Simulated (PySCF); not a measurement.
Start geometry of `CC(=O)[C@@H]1CCC(=S)C1` from a GFN2-xTB structure with every atom displaced at random (by about 0.01 Å) (Å):
```
atom  x, y, z in Å
C1     2.5141    0.3485   -0.6317
C2     1.2481   -0.4570   -0.4164
O3     1.0159   -1.4766   -1.0203
C4     0.3387    0.1046    0.6381
C5    -0.7155   -0.9597    1.0816
C6    -1.7972   -0.9079    0.0090
C7    -1.7790    0.4882   -0.4903
S8    -2.9027    1.1706   -1.4373
C9    -0.5736    1.2072    0.0351
H10    2.2797    1.4352   -0.5629
H11    3.2016    0.1215    0.1547
H12    2.9440    0.1342   -1.5912
H13    0.8698    0.5020    1.4625
H14   -1.1493   -0.6734    2.0670
H15   -0.2596   -1.9483    1.1743
H16   -2.7802   -1.2083    0.3636
H17   -1.5119   -1.5581   -0.8206
H18   -0.8907    1.9292    0.7836
H19   -0.0830    1.7550   -0.7781
```

Task: What comes out of this run: PySCF 2.14.0, PBE0-D3(BJ)/def2-SVP geometry optimisation, gas phase?

Result: 
```
atom  x, y, z in Å
C1     3.2470    0.5174   -0.6683
C2     2.0426   -0.3628   -0.4501
O3     1.9011   -1.4044   -1.0459
C4     1.0234    0.1261    0.5706
C5     0.0361   -0.9707    0.9811
C6    -1.0038   -0.9716   -0.1387
C7    -1.0630    0.4464   -0.6371
S8    -2.1882    1.0816   -1.6154
C9     0.1147    1.1998   -0.0628
H10    2.9952    1.5873   -0.6366
H11    3.9637    0.3292    0.1489
H12    3.7298    0.2632   -1.6201
H13    1.5794    0.5432    1.4268
H14   -0.4311   -0.6993    1.9414
H15    0.5274   -1.9456    1.1033
H16   -1.9989   -1.3508    0.1339
H17   -0.6385   -1.5914   -0.9765
H18   -0.2728    1.8782    0.7176
H19    0.5904    1.8425   -0.8186
```

The energy falls by 15.6 kJ/mol over 8 energy and gradient evaluations, the largest force component goes from 0.0486 to 4.2e-04 Eh/bohr, and the atoms move by 0.043 Å rms after alignment. The bond that changes most is C4–H13 (sp3 carbon next to a carbonyl to methine hydrogen), which lengthens by 0.045 Å. Bonds longer at the end by more than 0.005 Å: 10 of 19; shorter: 5. Among the angles that change most is C2–C4–H13, from 112.6° to 107.7°. Rotational constants go from 2515, 883.9, 808.4 to 2496, 873.7, 796.1 MHz. The orientation of the end geometry is arbitrary; only internal coordinates are fixed.

The run used 180 basis functions and 57 SCF cycles in all.

Stationary, but not proved a minimum. The numbers are those of one conformer.
